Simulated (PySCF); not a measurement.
C3H7O (SMILES [CH2-]OCC), charge -1, singlet, at a GFN2-xTB geometry (in this run its highest filled SCF level lies above zero, so its values depend strongly on the basis, on diffuse functions most of all); CAMB3LYP/6-31G* (PySCF).

The PySCF input:
```python
from pyscf import gto, scf, dft

mol = gto.Mole()
mol.atom = '''
    O     0.036114   -0.775937    0.000887
    C     0.026061    0.600664   -0.000468
    C     1.381985   -1.384159    0.006902
    C    -1.406966    1.147588   -0.006777
    H     0.560203    1.006965    0.891887
    H     0.567395    1.005265   -0.889256
    H     1.929303   -0.905866   -0.880265
    H     1.922124   -0.904169    0.897544
    H    -1.931208    0.789925   -0.890913
    H    -1.938334    0.791610    0.873778
    H    -1.404874    2.239205   -0.007811
'''
mol.basis = '6-31g*'
mol.charge = -1
mol.spin = 0
mol.verbose = 4
mol.build()

mf = dft.RKS(mol)
mf.xc = 'camb3lyp'
mf.kernel()
```

What the program printed (banner, timings and long lists left out):

```
PySCF version 2.14.0

[INPUT] verbose = 4
[INPUT] num. atoms = 11
[INPUT] num. electrons = 34
[INPUT] charge = -1
[INPUT] spin (= nelec alpha-beta = 2S) = 0
[INPUT] symmetry False subgroup None
[INPUT] Mole.unit = angstrom
[INPUT] Symbol           X                Y                Z      unit          X                Y                Z       unit  Magmom
[INPUT]  1 O      0.036114000000  -0.775937000000   0.000887000000 AA    0.068245569263  -1.466308419917   0.001676187072 Bohr   0.0
[INPUT]  2 C      0.026061000000   0.600664000000  -0.000468000000 AA    0.049248152532   1.135090452886  -0.000884391826 Bohr   0.0
[INPUT]  3 C      1.381985000000  -1.384159000000   0.006902000000 AA    2.611573158257  -2.615681422852   0.013042889712 Bohr   0.0
[INPUT]  4 C     -1.406966000000   1.147588000000  -0.006777000000 AA   -2.658780406575   2.168627023837  -0.012806673946 Bohr   0.0
[INPUT]  5 H      0.560203000000   1.006965000000   0.891887000000 AA    1.058630244160   1.902888067023   1.685422164060 Bohr   0.0
[INPUT]  6 H      0.567395000000   1.005265000000  -0.889256000000 AA    1.072221154448   1.899675532611  -1.680450294626 Bohr   0.0
[INPUT]  7 H      1.929303000000  -0.905866000000  -0.880265000000 AA    3.645854281302  -1.711838645555  -1.663459767040 Bohr   0.0
[INPUT]  8 H      1.922124000000  -0.904169000000   0.897544000000 AA    3.632287937453  -1.708631780322   1.696112344747 Bohr   0.0
[INPUT]  9 H     -1.931208000000   0.789925000000  -0.890913000000 AA   -3.649454209569   1.492741908947  -1.683581570815 Bohr   0.0
[INPUT] 10 H     -1.938334000000   0.791610000000   0.873778000000 AA   -3.662920397933   1.495926097467   1.651201113670 Bohr   0.0
[INPUT] 11 H     -1.404874000000   2.239205000000  -0.007811000000 AA   -2.654827099522   4.231484186757  -0.014760650759 Bohr   0.0

nuclear repulsion = 124.38036654824
number of shells = 38
number of NR pGTOs = 136
number of NR cGTOs = 70
basis = 6-31g*
ecp = {}

******** <class 'pyscf.dft.rks.RKS'> ********
method = RKS
initial guess = minao
damping factor = 0
level_shift factor = 0
DIIS = <class 'pyscf.scf.diis.CDIIS'>
diis_start_cycle = 1
diis_space = 8
diis_damp = 0
SCF conv_tol = 1e-09
SCF conv_tol_grad = None
SCF max_cycles = 50
direct_scf = True
direct_scf_tol = 1e-13
XC library pyscf.dft.libxc version 7.1.2
    S. Lehtola, C. Steigemann, M. J. T. Oliveira, and M. A. L. Marques,  SoftwareX 7, 1–5 (2018)
XC functionals = camb3lyp
    T. Yanai, D. P. Tew, and N. C. Handy,  Chem. Phys. Lett. 393, 51 (2004)
radial grids:
    Treutler-Ahlrichs [JCP 102, 346 (1995); DOI:10.1063/1.469408] (M4) radial grids

becke partition: Becke, JCP 88, 2547 (1988); DOI:10.1063/1.454033
pruning grids: <function nwchem_prune>
grids dens level: 3
symmetrized grids: False
atomic radii adjust function: <function treutler_atomic_radii_adjust>
small_rho_cutoff = 0
Set gradient conv threshold to 3.16228e-05
Initial guess from minao.
tot grids = 125096
init E= -193.694256349243
  HOMO = -0.208177980766203  LUMO = 0.0688237156939531  gap/eV = 7.53760
cycle= 1 E= -193.408598649783  delta_E= 0.286  |g|= 0.705  |ddm|= 2.83
  HOMO = 0.162972855827882  LUMO = 0.312773313902964  gap/eV = 4.07628
cycle= 2 E= -193.363277381622  delta_E= 0.0453  |g|= 0.91  |ddm|= 2.25
  HOMO = 0.0684583260809331  LUMO = 0.307930132306297  gap/eV = 6.51636
cycle= 3 E= -193.529498878207  delta_E= -0.166  |g|= 0.0857  |ddm|= 1.26
  HOMO = 0.0439117125455128  LUMO = 0.305435287296224  gap/eV = 7.11642
cycle= 4 E= -193.530878088977  delta_E= -0.00138  |g|= 0.0334  |ddm|= 0.112
  HOMO = 0.0477801555980926  LUMO = 0.307294257206763  gap/eV = 7.06174
cycle= 5 E= -193.531157674139  delta_E= -0.00028  |g|= 0.0042  |ddm|= 0.0364
  HOMO = 0.04695848569507  LUMO = 0.307363249890127  gap/eV = 7.08597
cycle= 6 E= -193.531163765451  delta_E= -6.09e-06  |g|= 0.00191  |ddm|= 0.014
  HOMO = 0.0471370932070552  LUMO = 0.307198572130702  gap/eV = 7.07663
cycle= 7 E= -193.531165030564  delta_E= -1.27e-06  |g|= 0.000499  |ddm|= 0.0046
  HOMO = 0.0471380348019483  LUMO = 0.307216393460422  gap/eV = 7.07709
cycle= 8 E= -193.531165232828  delta_E= -2.02e-07  |g|= 0.000109  |ddm|= 0.00348
  HOMO = 0.0471469498438024  LUMO = 0.307216727490577  gap/eV = 7.07686
cycle= 9 E= -193.53116524835  delta_E= -1.55e-08  |g|= 2.19e-05  |ddm|= 0.00119
  HOMO = 0.0471466680739678  LUMO = 0.307217761641574  gap/eV = 7.07689
cycle= 10 E= -193.531165248869  delta_E= -5.19e-10  |g|= 5.59e-06  |ddm|= 0.000199
  HOMO = 0.0471468358600498  LUMO = 0.307217350147349  gap/eV = 7.07688
Extra cycle  E= -193.531165248896  delta_E= -2.65e-11  |g|= 2.94e-06  |ddm|= 2.82e-05
converged SCF energy = -193.531165248896
```
